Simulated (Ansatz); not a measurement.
`B[Si](C)(F)[SiH3]` and `B[Si](O)(F)[SiH3]` differ in one atom or group.

Ansatz, PBE0-D4/def2-TZVP geometries, multiplicity 1. Each molecule was computed in one conformer, which needn't be the lowest.

```csv
property,`B[Si](C)(F)[SiH3]`
HOMO–LUMO gap (PBE/def2-TZVPP) / eV,2.94
LUMO energy (ωB97M-V/def2-TZVPP) / eV,-0.70
HOMO energy (B3LYP/def2-TZVPP) / eV,-7.42
size of the dipole moment (PBE/def2-TZVPP) / D,1.57
HOMO energy (PBE0/def2-TZVPP) / eV,-7.59
HOMO–LUMO gap (PBE0/def2-TZVPP) / eV,5.00
```

What does the change do to each property? (Estimate.)

Computed: 
```json
{"property": "HOMO–LUMO gap (PBE/def2-TZVPP) / eV", "`B[Si](O)(F)[SiH3]`": "2.65", "shift": "-0.29"}
{"property": "LUMO energy (ωB97M-V/def2-TZVPP) / eV", "`B[Si](O)(F)[SiH3]`": "-0.88", "shift": "-0.18"}
{"property": "HOMO energy (B3LYP/def2-TZVPP) / eV", "`B[Si](O)(F)[SiH3]`": "-7.41", "shift": "0.01"}
{"property": "size of the dipole moment (PBE/def2-TZVPP) / D", "`B[Si](O)(F)[SiH3]`": "1.01", "shift": "-0.56"}
{"property": "HOMO energy (PBE0/def2-TZVPP) / eV", "`B[Si](O)(F)[SiH3]`": "-7.59", "shift": "0.00"}
{"property": "HOMO–LUMO gap (PBE0/def2-TZVPP) / eV", "`B[Si](O)(F)[SiH3]`": "4.78", "shift": "-0.22"}
```

Dipoles are sizes alone; their direction can turn.

B3LYP here is the variant with VWN-RPA as its local correlation; programs differ in this.
